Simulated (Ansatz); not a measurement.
A correction line for HF/def2-TZVPP: atomisation energy

The atomisation energy (no zero-point term) in kJ/mol of 7 B-containing molecules: x at HF/def2-TZVPP, y at CCSD(T)/CBS estimate. Shapes, held fixed at every level: PBE0-D4/def2-TZVP. Flexible molecules stand in one conformer, not always the lowest. Programs: Ansatz 0.2.0.

| molecule | x (kJ/mol) | y (kJ/mol) |
| --- | --- | --- |
| C2H6BN (SMILES [BH3-][N+]#CC) | 2814 | 3833 |
| C2H9BO (SMILES [BH3-][O+](C)C) | 3459 | ? |
| BH(CH3)2(PH3) | 3640 | 4796 |
| C3H9BO (SMILES [BH3-][O+]=C(C)C) | 4017 | 5350 |
| B(CH3)3(OH2) | 4546 | 6019 |
| P(BH3)(CH3)3 | 4650 | 6104 |
| B(CH3)3(NH3) | 4776 | 6344 |

**Question.** Fit y = c + s·x to the known rows and predict y for C2H9BO.

**Answer.** 
1. Means of the 6 rows: x = 4073.83, y = 5407.7.
2. Σ(Δx)² = 2826569, Σ(Δx·Δy) = 3599774, so the slope is 3599774/2826569 = 1.2735.
3. Intercept: 5407.7 − (1.2735) × 4073.83 = 219.7. The largest residual of the fit is 59.
4. C2H9BO: 219.7 + 1.2735 × 3459 = 4625 kJ/mol.

CCSD(T)/CBS estimate gives 4611 kJ/mol, so the prediction is off by +14 kJ/mol, within the largest residual. Uncorrected, HF/def2-TZVPP misses C2H9BO by -1152 kJ/mol, and the other rows by 1334 on average. The line removes about 100 % of this miss, partly by chance. Hartree–Fock lacks correlation, which doesn't scale simply with the atomisation energy. Left out in turn, the other rows are missed by 56 kJ/mol on average. The CBS estimate extrapolates MP2 from def2-TZVPP and def2-QZVPP and adds CCSD(T) − MP2 in the triple-zeta set, cores frozen.
